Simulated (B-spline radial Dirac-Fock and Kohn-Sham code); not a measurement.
## Anomalous scattering factors of Cd, 2 keV to 15 keV

Level of theory: the dispersion relation over Dirac-Hartree-Slater subshell photoionisation cross sections, with the Kissel-Pratt high-energy constant (isolated atom, no bound-bound lines or fine structure); a radial atomic solver. The forward scattering factor is f₀ + f′ + i f″.

Edges near this range: L1 4018.0 eV, L2 3727.0 eV, L3 3538.0 eV.

```csv
hν (eV),λ (Å),f′ (e),f″ (e),tabulated f′,tabulated f″
2000,6.199,-5.425,7.832,-5.41,7.32
2418,5.128,-6.027,5.943,-6.06,5.63
2984.4,4.154,-7.779,4.333,-7.85,4.18
2993,4.142,-7.820,4.314,-7.90,4.17
3313,3.742,-10.136,3.690,-10.30,3.50
3683,3.366,-12.925,10.311,-13.22,10.11
4000,3.100,-8.995,12.445,-8.80,12.35
4164,2.978,-6.242,13.499,-6.14,13.28
4480,2.768,-3.830,12.093,-3.80,11.85
4487,2.763,-3.793,12.064,-3.77,11.82
4510.9,2.749,-3.670,11.966,-3.65,11.73
5414.7,2.290,-1.134,8.994,-1.13,8.76
6000,2.066,-0.491,7.636,-0.49,7.43
6403.9,1.936,?,?,?,?
6930.3,1.789,-0.034,6.041,-0.04,5.91
8047.8,1.541,0.118,4.715,0.11,4.63
9251.7,1.340,0.093,3.725,0.08,3.66
12000,1.033,-0.175,2.378,-0.19,2.31
15000,0.8266,-0.512,1.606,-0.52,1.56
```

Question: What are f′ and f″ at 6403.9 eV?

Answer: f′ = -0.234 and f″ = 6.873 electrons (tables: -0.24 and 6.70). By the optical theorem f″ corresponds to a photoabsorption cross section 2 rₑ λ f″ = 75000 b.

Tabulated f′: xraylib 4.2 anomalous scattering factors (Cullen et al., EPDL97); f″: Chantler's tables (J. Phys. Chem. Ref. Data 1995 and 2000). Both are theoretical tables.

Values without a named source are computed, but for edge energies of neutral atoms, which are taken from tables.
